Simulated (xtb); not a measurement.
HN2 (SMILES N#[NH+]), charge +1, singlet, at a GFN2-xTB geometry; GFN0-xTB (xtb).

xtb was given this input:
```
$ xtb mol.xyz --gfn 0 --chrg 1 --json

# file mol.xyz
3

N     -0.00000000    -0.00000000    -0.43539476
N      0.00000000     0.00000000     0.64482984
H     -0.00000000    -0.00000000    -1.46604558
```

Q: What does xtb print? Leave out banner, timings and long lists.

A: 
```
   ID    Z sym.   atoms
    1    7 N      1, 2
    2    1 H      3

           -------------------------------------------------
          |                Calculation Setup                |
           -------------------------------------------------

           -------------------------------------------------
          |                 G F N 0 - x T B                 |
           -------------------------------------------------

          ...................................................
          :                      SETUP                      :
          :.................................................:
          :  # basis functions                  10          :
          :  # atomic orbitals                  10          :
          :  # shells                            6          :
          :  # electrons                        10          :
          :  electronic temp.          300.0000000     K    :
          :  accuracy                    1.0000000          :
          :  -> integral cutoff          0.2500000E+02      :
          :  -> integral neglect         0.1000000E-07      :
          ...................................................

         :::::::::::::::::::::::::::::::::::::::::::::::::::::
         ::                     SUMMARY                     ::
         :::::::::::::::::::::::::::::::::::::::::::::::::::::
         :: total energy              -4.467847393158 Eh    ::
         :: gradient norm              0.037532601646 Eh/a0 ::
         :: HOMO-LUMO gap              6.836864807183 eV    ::
         ::.................................................::
         :: H0 energy                 -6.115798601205 Eh    ::
         :: repulsion energy           0.107099689202 Eh    ::
         :: electrostat energy         1.540983090146 Eh    ::
         :: -> Gsolv                   0.000000000000 Eh    ::
         ::    -> Gsasa                0.000000000000 Eh    ::
         ::    -> Gshift               0.000000000000 Eh    ::
         :: dispersion energy         -0.000131571301 Eh    ::
         :: short-range corr.          0.000000000000 Eh    ::
         :: add. restraining           0.000000000000 Eh    ::
         :: total charge               1.000000000000 e     ::
         :::::::::::::::::::::::::::::::::::::::::::::::::::::

           -------------------------------------------------
          |                Property Printout                |
           -------------------------------------------------

    * Orbital Energies and Occupations

         #    Occupation            Energy/Eh            Energy/eV
      -------------------------------------------------------------
         1        2.0000           -0.8263502             -22.4861
         2        2.0000           -0.6751088             -18.3706
         3        2.0000           -0.5220563             -14.2059
         4        2.0000           -0.5220563             -14.2059
         5        2.0000           -0.5123277             -13.9411 (HOMO)
         6                         -0.2610776              -7.1043 (LUMO)
         7                         -0.2610776              -7.1043
         8                         -0.1440312              -3.9193
         9                          0.1082332               2.9452
        10                          1.0357534              28.1843
      -------------------------------------------------------------
                  HL-Gap            0.2512502 Eh            6.8369 eV
             Fermi-level            0.0000000 Eh            0.0000 eV

     #   Z          covCN         q      C6AA      α(0)
     1   7 N        1.840    -0.025    22.278     7.021
     2   7 N        0.981     0.438    14.276     5.440
     3   1 H        0.859     0.587     0.250     0.783

 Mol. C6AA /au·bohr⁶  :         80.905980
 Mol. C8AA /au·bohr⁸  :       1733.966291
 Mol. α(0) /au        :         13.243710

Wiberg/Mayer (AO) data.
largest (>0.10) Wiberg bond orders for each atom

 ---------------------------------------------------------------------------
     #   Z sym  total        # sym  WBO       # sym  WBO       # sym  WBO
 ---------------------------------------------------------------------------
     1   7 N    3.854 --     2 N    2.976     3 H    0.878
     2   7 N    3.050 --     1 N    2.976
     3   1 H    0.952 --     1 N    0.878
 ---------------------------------------------------------------------------

Topologies differ in total number of bonds
Writing topology from bond orders to xtbtopo.mol

 dipole moment from electron density (au)
     X       Y       Z
  -0.0000   0.0000  -1.2741  total (Debye):    3.238

           -------------------------------------------------
          | TOTAL ENERGY               -4.467847393158 Eh   |
          | GRADIENT NORM               0.037532601646 Eh/α |
          | HOMO-LUMO GAP               6.836864807183 eV   |
           -------------------------------------------------

normal termination of xtb
```
